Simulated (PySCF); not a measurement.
## Sm2O(OH)2 at several levels of theory

Computed with PySCF 2.14.0 (density fitting, no spin-orbit coupling) at the geometry relaxed with PBE0:

```xyz
7
Sm2O(OH)2 (singlet in the valence; each metal's 4f electrons, 6 of them, lie in its core potential, out of spins and levels)
Sm   -1.2728    0.0000    2.1603
Sm   -1.2728    0.0000   -2.1603
O    -1.5656    0.0000    0.0000
O     0.7208    0.0000    3.0751
H     1.6778    0.0000    3.1444
O     0.7208    0.0000   -3.0751
H     1.6778    0.0000   -3.1444
```

```csv
level,basis,state,HOMO (eV),gap (eV),charge on Sm1 (e),population of f-type functions on Sm1 (polarisation alone where 4f lies in the core),dipole about the centre of mass (D),largest force component (eV/Å)
PBE0,"Sm lcecp-0-SVP with ECP52, O def2-SVP, H def2-SVP",singlet,–,–,0.81,0.04,7.09,0.01
B3LYP,the same,singlet,–,–,0.76,0.04,6.95,0.19
M06-L,the same,singlet,–,–,0.87,0.04,7.38,0.32
BP86,the same,singlet,–,–,0.68,0.04,6.52,0.65
PBE0,"Sm lcecp-0-TZVP with ECP52, O def2-TZVP, H def2-TZVP",singlet,–,–,1.12,0.05,7.71,0.31
```

In the lcecp rows the 4f levels are missing from HOMO and gap, and the state counts the valence alone.

Charges are Mulliken's, which hang on the basis. The relaxation used the grid (50, 194), these runs (75, 302) or, all-electron (x2c bases, spin-free X2C Hamiltonian), (99, 590).

Problem. What does BLYP with Sm lcecp-0-SVP with ECP52, O def2-SVP, H def2-SVP give here?

Solution. state singlet, charge on Sm1 (e) 0.65, population of f-type functions on Sm1 (polarisation alone where 4f lies in the core) 0.04, dipole about the centre of mass (D) 6.44, largest force component (eV/Å) 0.72. Time: 7.8 s on 2 threads of AMD EPYC 9R45 96-Core Processor (Zen 5), with other jobs on the host, from an already converged density.

An lcecp potential fixes the number of 4f electrons, so in runs with it no electron can move into or out of that shell.
